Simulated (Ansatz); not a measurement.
Consider the ligand exchange at the Si–O bond: `[SiH3]O[SiH](Cl)Cl` + H–F → `F[SiH](Cl)Cl` + `O[SiH3]`.

Calculated with Ansatz (gas phase, PBE0-D4/def2-TZVP geometries, no zero-point term in ΔE). CCSD(T)/CBS adds triple-zeta CCSD(T) − MP2 to the extrapolated MP2 energy (def2 sets, frozen cores). This one scheme is used for every species. DFT in def2-TZVPP. One conformer a species, not always the lowest.

| level | ΔE (kJ/mol) |
| --- | --- |
| LDA (SPW92) | -18.9 |
| r2SCANh-D4 | -17.7 |
| PBE-QIDH | -13.6 |
| r2SCANh | -20.1 |
| MP2/def2-SVP | -11.3 |
| CCSD/def2-TZVPP | -13.0 |
| CCSD(T)/def2-TZVPP | -12.2 |
| MP2/CBS(def2) | -8.4 |

Problem. What does CCSD(T)/CBS give? (An estimate is asked.)

Solution. Computed: -10.7 kJ/mol. The listed levels differ from it by -8.2, -7.0, -2.9, -9.4, -0.6, -2.3, -1.5, 2.3 kJ/mol.

Largest T1 diagnostic among the species: 0.011.

Leaving LDA and LC-ωPBE aside and taking each functional with its dispersion term where it has one, the values, not all of them listed here, spread over 13.3 kJ/mol, from B97M-V to BHLYP-D4. LDA lies +5.9 kJ/mol from PBE without D4. In def2-TZVPP, CCSD(T) changes the Hartree–Fock value by +6.1 kJ/mol (the triples alone add +0.8 kJ/mol) and MP2 by +8.4 kJ/mol.
